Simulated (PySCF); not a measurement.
A side-by-side comparison of computed properties.

First species: C₄H₇F₃N₂Si.
InChI=1S/C4H7F3N2Si/c5-4(6,7)1-9-3-10-2-8/h9H,1,3,10H2

Second species: C8H11FO.
SMILES: `C=C[C@@H](F)[C@H]1C[C@@H]1CC=O`

Levels: PBE0/pcSseg-1 for dipole moment, HOMO energy, LUMO energy and HOMO–LUMO gap; GFN2-xTB for rotational constant A and rotational constant C. Geometries: GFN2-xTB. Each species is one conformer at its optimised geometry, gas phase, non-relativistic unless stated. Electronic properties by PySCF.

Dipoles, sizes and rotational constants follow the conformer. The torsions of the flexible species, by atom-mapped SMILES:
- `[N:1]#[C:2][SiH2:3][CH2:4][NH:5][CH2:6][C:7]([F:8])([F:9])[F:10]`: C2–Si3–C4–N5 178°, Si3–C4–N5–C6 -168°, C4–N5–C6–C7 -67°, N5–C6–C7–F8 -164°
- `[CH2:1]=[CH:2][C@@H:3]([F:4])[C@H:5]1[CH2:6][C@@H:7]1[CH2:8][CH:9]=[O:10]`: C1–C2–C3–F4 -4°, C2–C3–C5–C6 85°, C6–C7–C8–C9 90°, C7–C8–C9–O10 1°

Values for the first species:

| Item | Value |
| --- | --- |
| Dipole moment | 3.89 D |
| HOMO energy | -7.46 eV |
| LUMO energy | -0.53 eV |
| HOMO–LUMO gap | 6.93 eV |
| Rotational constant A | 2.706 GHz |
| Rotational constant C | 0.394 GHz |

Q: Estimate the same properties for the second species, and the change in each.

A: 
```csv
property,first,second,second less first
dipole moment,3.89 D,2.18 D,-1.71 D
HOMO energy,-7.46 eV,-7.44 eV,+0.02 eV
LUMO energy,-0.53 eV,-0.62 eV,-0.09 eV
HOMO–LUMO gap,6.93 eV,6.82 eV,-0.11 eV
rotational constant A,2.706 GHz,3.827 GHz,+1.121 GHz
rotational constant C,0.394 GHz,0.518 GHz,+0.124 GHz
```

On the first: The dipole equals about 13.0 × 10⁻³⁰ C·m (1 D = 3.33564 × 10⁻³⁰ C·m).

On the second: The dipole matches unit charges of opposite sign 0.45 Å apart (1 e·Å = 4.8032 D).
